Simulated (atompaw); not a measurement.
# Cutoff test, scandium, PAW (atompaw)

```
Element                 : scandium
Generator               : atompaw 4.2.0.5
Type                    : PAW
Functional              : PBE
Relativity              : scalar-relativistic
Frozen core             : [Ne]
Valence charge          : 11
Reference configuration : 3s2 3p6 3d1 4s1 4p1
Partial waves           : 3s (bound): rc 1.15 bohr; 4s (bound): rc 2.15 bohr; 3p (bound): rc 1.20 bohr; 4p (bound): rc 1.80 bohr; 3d (bound): rc 2.15 bohr; 3d channel at 2.75 Ry: rc 2.15 bohr
Local potential         : vpsmatchnc scheme with l = 3 at 0 Ry, radius 1.65 bohr
Core correction         : smooth core density matched at 2.10 bohr
Augmentation charge     : sinc compensation charge, radius 1.60 bohr; PAW radius 2.15 bohr; waves and projectors: custom polynom vanderbiltortho
```

The pseudo-atom Hamiltonian at the reference potential is diagonalised in spherical Bessel functions j_l(qr) that vanish at 20 bohr, with q² up to the cutoff. All-electron valence levels (Ry): 3s -4.1400, 4s -0.3582, 3p -2.5656, 4p -0.1494, 3d -0.3209.

How do the lowest levels (Ry) of each channel move with the cutoff, and are there ghosts?

```json
{"cutoff (Ry)": "8", "s #1": "-4.0358", "s #2": "-0.3539", "s #3": "-0.0215", "p #1": "-0.2247", "p #2": "0.0070", "p #3": "0.1207", "d #1": "-0.0166", "d #2": "0.0621", "f #1": "0.0833", "Σ f·Δε (mRy)": "14637.5"}
{"cutoff (Ry)": "12", "s #1": "-4.1038", "s #2": "-0.3580", "s #3": "-0.0221", "p #1": "-0.5888", "p #2": "-0.0782", "p #3": "0.0392", "d #1": "-0.2363", "d #2": "0.0261", "f #1": "0.0833", "Σ f·Δε (mRy)": "12089.0"}
{"cutoff (Ry)": "15", "s #1": "-4.1049", "s #2": "-0.3580", "s #3": "-0.0221", "p #1": "-1.8461", "p #2": "-0.1447", "p #3": "0.0221", "d #1": "-0.2985", "d #2": "0.0240", "f #1": "0.0833", "Σ f·Δε (mRy)": "4414.3"}
{"cutoff (Ry)": "21", "s #1": "-4.1116", "s #2": "-0.3581", "s #3": "-0.0221", "p #1": "-2.4316", "p #2": "-0.1492", "p #3": "0.0213", "d #1": "-0.3198", "d #2": "0.0234", "f #1": "0.0833", "Σ f·Δε (mRy)": "861.7"}
{"cutoff (Ry)": "30", "s #1": "-4.1274", "s #2": "-0.3582", "s #3": "-0.0221", "p #1": "-2.5573", "p #2": "-0.1493", "p #3": "0.0212", "d #1": "-0.3203", "d #2": "0.0234", "f #1": "0.0833", "Σ f·Δε (mRy)": "75.2"}
{"cutoff (Ry)": "40", "s #1": "-4.1380", "s #2": "-0.3582", "s #3": "-0.0221", "p #1": "-2.5650", "p #2": "-0.1493", "p #3": "0.0212", "d #1": "-0.3208", "d #2": "0.0234", "f #1": "0.0833", "Σ f·Δε (mRy)": "7.1"}
{"cutoff (Ry)": "45", "s #1": "-4.1391", "s #2": "-0.3582", "s #3": "-0.0221", "p #1": "-2.5653", "p #2": "-0.1494", "p #3": "0.0212", "d #1": "-0.3208", "d #2": "0.0234", "f #1": "0.0833", "Σ f·Δε (mRy)": "3.4"}
{"cutoff (Ry)": "55", "s #1": "-4.1396", "s #2": "-0.3582", "s #3": "-0.0221", "p #1": "-2.5654", "p #2": "-0.1494", "p #3": "0.0212", "d #1": "-0.3208", "d #2": "0.0234", "f #1": "0.0833", "Σ f·Δε (mRy)": "2.2"}
{"cutoff (Ry)": "70", "s #1": "-4.1397", "s #2": "-0.3582", "s #3": "-0.0221", "p #1": "-2.5655", "p #2": "-0.1494", "p #3": "0.0212", "d #1": "-0.3209", "d #2": "0.0234", "f #1": "0.0833", "Σ f·Δε (mRy)": "1.1"}
{"cutoff (Ry)": "80", "s #1": "-4.1398", "s #2": "-0.3582", "s #3": "-0.0221", "p #1": "-2.5656", "p #2": "-0.1494", "p #3": "0.0212", "d #1": "-0.3209", "d #2": "0.0234", "f #1": "0.0833", "Σ f·Δε (mRy)": "0.5"}
{"cutoff (Ry)": "100", "s #1": "-4.1399", "s #2": "-0.3582", "s #3": "-0.0221", "p #1": "-2.5656", "p #2": "-0.1494", "p #3": "0.0212", "d #1": "-0.3209", "d #2": "0.0234", "f #1": "0.0833", "Σ f·Δε (mRy)": "0.1"}
{"cutoff (Ry)": "400", "s #1": "-4.1400", "s #2": "-0.3582", "s #3": "-0.0221", "p #1": "-2.5656", "p #2": "-0.1494", "p #3": "0.0212", "d #1": "-0.3209", "d #2": "0.0234", "f #1": "0.0833", "Σ f·Δε (mRy)": "0.0"}
```

Result: no extra level below or beside the all-electron valence levels (s, p, d, f tested); 10 mRy is reached at 40 Ry and 1 mRy at 80 Ry.
